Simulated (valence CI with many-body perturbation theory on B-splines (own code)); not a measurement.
## Hg XXXII: calculated level list

Method: configuration interaction combined with many-body perturbation theory (CI+MBPT): three valence electrons over a frozen Dirac-Fock core [Kr] 4d10, radial functions for each j: 8 s, 8 p, 9 d, 9 f, 6 g, 3 h, 2 i, with the one-electron correlation potential Σ1, the two-electron term Σ2, the three-electron term Σ3, Breit, model QED; selected CI, second order for the rest, scaled by the run's own slope (own B-spline code, finite nucleus).

The last digits are not significant, and no measured levels were compared; by estimate large intervals hold to a few tenths of a per cent, small ones and those within an open d or f shell to about a per cent. Core correlation moves these levels by up to 7200 cm⁻¹, and in measured spectra 5 to 20 % of such shifts remained as error; rates that hang on mixing are uncertain with them. The list stops below the first excitations out of the core.

Levels 1 to 41 of 41, with energies above the lowest level, (4f5/2^3) J=9/2. "Leading %" is the weight of the configuration and term that name the level; weights of strongly mixed levels are sums over their largest components and can fall short. In the jj column 3d3/2^4 stands for four electrons in 3d with j = 3/2. Lifetimes count E1, E2, E3, M1 and M2 decay at the calculated energies, and are blank where another channel may lead or the interval is too uncertain; long ones can be off by a factor of two.

```
No.  Configuration  Term     J  E (eV)  Leading %  Second component  Lifetime      g             Leading jj
  1            4f3   4I°   9/2   0.000         75      22 % 4f3 2H°            0.775         4f5/2^3 (90 %)
  2            4f3   4I°  11/2   4.709         92       7 % 4f3 2H°    522 μs  0.971   4f5/2^2 4f7/2 (96 %)
  3            4f3   4F°   3/2   5.267         51      33 % 4f3 2D°            0.697         4f5/2^3 (88 %)
  4            4f3   2G°   9/2   8.008         35      28 % 4f3 2H°    552 μs  1.007   4f5/2^2 4f7/2 (88 %)
  5            4f3   4G°   5/2   8.008         42      32 % 4f3 4F°   10.8 ms  0.824         4f5/2^3 (71 %)
  6            4f3   4I°  13/2   8.104         79      18 % 4f3 2K°   1.34 ms  1.072   4f5/2^2 4f7/2 (57 %)
  7            4f3   4F°   5/2   9.681         51      37 % 4f3 4G°   1.35 ms  0.870   4f5/2^2 4f7/2 (86 %)
  8            4f3   4S°   3/2   9.742         51      26 % 4f3 2P°   1.39 ms  1.460   4f5/2^2 4f7/2 (93 %)
  9            4f3   2G°   7/2   9.881         49      38 % 4f3 4F°   3.02 ms  1.032   4f5/2^2 4f7/2 (95 %)
 10            4f3   4I°  15/2  10.677         56      34 % 4f3 2K°   5.09 ms  1.126   4f5/2^2 4f7/2 (53 %)
 11            4f3   4G°   7/2  11.726         68      24 % 4f3 4F°    979 μs  1.053   4f5/2^2 4f7/2 (88 %)
 12            4f3   2K°  13/2  13.227         74      20 % 4f3 4I°    302 μs  0.972   4f5/2 4f7/2^2 (60 %)
 13            4f3   2H°  11/2  13.385         52      27 % 4f3 4G°    929 μs  1.102   4f5/2^2 4f7/2 (57 %)
 14            4f3   4F°   9/2  13.462         53      25 % 4f3 2H°    691 μs  1.168   4f5/2 4f7/2^2 (70 %)
 15            4f3   4D°   3/2  13.912         34      30 % 4f3 2D°    752 μs  1.120   4f5/2^2 4f7/2 (65 %)
 16            4f3   2P°   1/2  13.945         52      48 % 4f3 4D°    729 μs  0.338   4f5/2^2 4f7/2 (94 %)
 17            4f3   4D°   5/2  14.510         41      39 % 4f3 2D°    672 μs  1.172   4f5/2^2 4f7/2 (86 %)
 18            4f3   4G°   9/2  15.273         68      25 % 4f3 2H°    393 μs  1.095   4f5/2 4f7/2^2 (75 %)
 19            4f3   2G°   7/2  15.331         48      36 % 4f3 4F°    376 μs  1.028   4f5/2 4f7/2^2 (94 %)
 20            4f3   2L°  15/2  15.497         53      34 % 4f3 4I°    494 μs  1.041   4f5/2^2 4f7/2 (45 %)
 21            4f3   2H°  11/2  16.357         71      25 % 4f3 2I°    745 μs  1.041   4f5/2 4f7/2^2 (48 %)
 22            4f3   2D°   3/2  16.798         38      20 % 4f3 4D°    424 μs  1.164   4f5/2 4f7/2^2 (71 %)
 23            4f3   2D°   5/2  17.823         76      13 % 4f3 4F°    434 μs  1.189   4f5/2 4f7/2^2 (91 %)
 24            4f3   4G°  11/2  18.759         55      35 % 4f3 2I°    564 μs  1.127   4f5/2 4f7/2^2 (85 %)
 25            4f3   2H°   9/2  18.920         58      19 % 4f3 4F°    398 μs  1.035   4f5/2 4f7/2^2 (59 %)
 26            4f3   4D°   1/2  19.338         52      48 % 4f3 2P°    635 μs  0.317   4f5/2 4f7/2^2 (94 %)
 27            4f3   4D°   7/2  19.976         87       9 % 4f3 2F°    750 μs  1.382   4f5/2 4f7/2^2 (65 %)
 28            4f3   2I°  13/2  20.141         92       8 % 4f3 2K°    763 μs  1.062   4f5/2 4f7/2^2 (96 %)
 29            4f3   2D°   3/2  20.533         47      28 % 4f3 4D°    230 μs  1.025   4f5/2 4f7/2^2 (83 %)
 30            4f3   2L°  17/2  20.748        100                      863 μs  1.055  4f5/2 4f7/2^2 (100 %)
 31            4f3   2K°  15/2  21.291         53      37 % 4f3 2L°    247 μs  1.030         4f7/2^3 (64 %)
 32            4f3   2G°   9/2  21.671         48      29 % 4f3 2H°    252 μs  1.080         4f7/2^3 (75 %)
 33            4f3   2F°   5/2  22.091         52      33 % 4f3 4D°    162 μs  1.023   4f5/2 4f7/2^2 (93 %)
 34            4f3   2D°   3/2  24.493         52      29 % 4f3 2P°    206 μs  1.045         4f7/2^3 (86 %)
 35            4f3   2H°  11/2  24.869         60      22 % 4f3 2I°    216 μs  1.083         4f7/2^3 (79 %)
 36            4f3   2F°   7/2  25.897         81       8 % 4f3 2G°    281 μs  1.134   4f5/2 4f7/2^2 (61 %)
 37            4f3   2G°   9/2  26.853         86      13 % 4f3 2H°    422 μs  1.084   4f5/2 4f7/2^2 (78 %)
 38            4f3   2G°   7/2  26.960         78      19 % 4f3 2F°    580 μs  0.944   4f5/2^2 4f7/2 (48 %)
 39            4f3   2D°   5/2  27.182         60      24 % 4f3 2F°    185 μs  1.122         4f7/2^3 (76 %)
 40            4f3   2F°   7/2  36.420         82      13 % 4f3 2G°    102 μs  1.115         4f7/2^3 (59 %)
 41            4f3   2F°   5/2  37.103         98                              0.860   4f5/2 4f7/2^2 (80 %)
```

Where two levels of one J and parity lie close, their mixing, g and order are uncertain.

The ionisation energy to 4f2 3H_4 of the next ion comes out as 1148.8 eV (NIST: 1160 ± 60 eV (theoretical)). All 41 levels together are meant to be complete up to 188.927 eV.
